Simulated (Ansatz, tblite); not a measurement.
Spin states of the cluster Cu4, each relaxed with PBE-D4/def2-SVP in Ansatz. Electronic energies in the gas phase.

The xTB rows come from tblite. The structure comes from a short search, and lower isomers may exist.

Singlet geometry (D2h within 0.1 Å):

```xyz
4

Cu    0.922   -0.179   -0.640
Cu   -0.922    0.179    0.640
Cu    0.857    1.721    0.752
Cu   -0.857   -1.721   -0.752
```

Triplet geometry (D2h within 0.1 Å):

Cartesian coordinates in Å:
```
Cu -1.1345 0.5181 -0.2198
Cu 1.1345 -0.5181 0.2198
Cu -0.7890 -1.7612 -0.0790
Cu 0.7890 1.7612 0.0789
```

⟨S²⟩: triplet 2.02 at PBE0-D4/def2-TZVP (pure 2.00).

Run but left out: HF/STO-3G, B2PLYP/def2-TZVP (singlet: restricted singlet, unstable in another Hartree–Fock run and untested here).

The quintet was relaxed too but is left out (at the level of its geometry, an occupied level 0.04 eV above an empty one); at PBE0-D4/def2-TZVP it lies 3.02 eV above the lowest shown.

```json
{"level": "GFN1-xTB", "triplet − singlet (kJ/mol)": "100.6", "lowest of these": "singlet"}
{"level": "GFN2-xTB", "triplet − singlet (kJ/mol)": "217.6", "lowest of these": "singlet"}
{"level": "LDA (SPW92)/def2-TZVP", "triplet − singlet (kJ/mol)": "73.4", "lowest of these": "singlet"}
```

Estimate the rows for PBE-D4/def2-TZVP, r2SCAN-D4/def2-TZVP, PBE0-D4/def2-TZVP.


```csv
level,triplet − singlet (kJ/mol),lowest of these
PBE-D4/def2-TZVP,65.8,singlet
r2SCAN-D4/def2-TZVP,54.6,singlet
PBE0-D4/def2-TZVP,65.7,singlet
```

The xTB methods have no term that favours high spin, so they put low spin too low.
